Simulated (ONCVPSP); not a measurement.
## Plane-wave convergence, ONCV potential for Cs

* Element: Cs
* Generator: ONCVPSP 4.0.1
* Type: optimised norm-conserving Vanderbilt (ONCV)
* Functional: LDA (Perdew-Zunger)
* Relativity: non-relativistic
* Frozen core: [Kr] 4d10
* Valence charge: 9
* Reference configuration: 5s2 5p6 6s0.5 (charge +0.5)
* Partial waves: 5s+6s: rc 2.85 bohr, ncon 4, nbas 7, qcut 5.6 1/bohr, 2 projectors; 5p: rc 3.25 bohr, ncon 4, nbas 9, qcut 4.9 1/bohr, 2 projectors, debl 3.1 Ha; d scattering state at 0.11 Ha: rc 3.05 bohr, ncon 5, nbas 8, qcut 3 1/bohr, 2 projectors, debl 2.5 Ha
* Local potential: polynomial inside 1.80 bohr (lpopt 5, dvloc0 0 Ha)
* Core correction: Teter function, fcfact 5.25, rcfact 1.3

In the d channel the program set the typed energies aside and used 0.050, 2.550 Ha.

Task: For each optimised wave give the share of its norm inside rc, the residual kinetic energy above qcut (Ha) and the cutoffs (Ha) for errors of 10, 1, 0.1 and 0.01 mHa per electron.

Result:

| wave | norm inside rc | residual KE | 10 mHa | 1 mHa | 0.1 mHa | 0.01 mHa |
| --- | --- | --- | --- | --- | --- | --- |
| 5s | 0.940 | 1.7e-08 | 6.1 | 8.4 | 10.4 | 12.1 |
| 6s | 0.059 | 4.5e-09 | 3.9 | 7.0 | 9.4 | 11.2 |
| 5p | 0.923 | 2.2e-09 | 2.8 | 3.7 | 4.9 | 7.4 |
| p projector 2 | 0.141 | 3.3e-06 | 4.3 | 6.9 | 9.7 | 11.5 |
| d projector 1 | 0.152 | 2.8e-04 | 2.4 | 3.8 | 5.5 | 16.0 |
| d projector 2 | 0.208 | 6.6e-02 | 5.1 | 6.0 | 13.2 | 25.4 |

The occupied waves need 8.4 Ha and 10 Ha for 1 and 0.1 mHa. Note: no bound ghost flagged; GHOST(+) flagged for s at 46.1 eV.
